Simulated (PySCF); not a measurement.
Exercise with solution: oscillator strength and radiative lifetime

C2H5BeF, SMILES [CH2]([Be][F])C.

Geometry optimised at PBE-D3(BJ)/def2-SVP. Other conformers were not sampled.

PySCF with TDDFT-PBE0/def2-SVPD puts the first singlet state with f over 0.02 at 6.91 eV (vertical), with the transition dipole (0.335, 0.277, 0.000) in atomic units.

Q: Find the oscillator strength, the wavelength and the radiative lifetime that this transition would have in vacuum if emission retraced absorption.

A: 
|μ|² = 0.1890 au, so |μ| = 1.10 D. ΔE = 6.91/27.211 = 0.2539 hartree. f = (2/3) ΔE |μ|² = 0.032 (the program prints 0.032).
λ = 1239.84/6.91 = 179 nm; ν = 55733 cm⁻¹.
Einstein's coefficient A = 0.6670 ν² f s⁻¹ (ν in cm⁻¹) = 6.6e7 s⁻¹, so τ = 1/A = 15 ns. This state is S1. The figure is the radiative limit of this one transition; relaxation, internal conversion, crossing to triplets and a medium change what is measured.
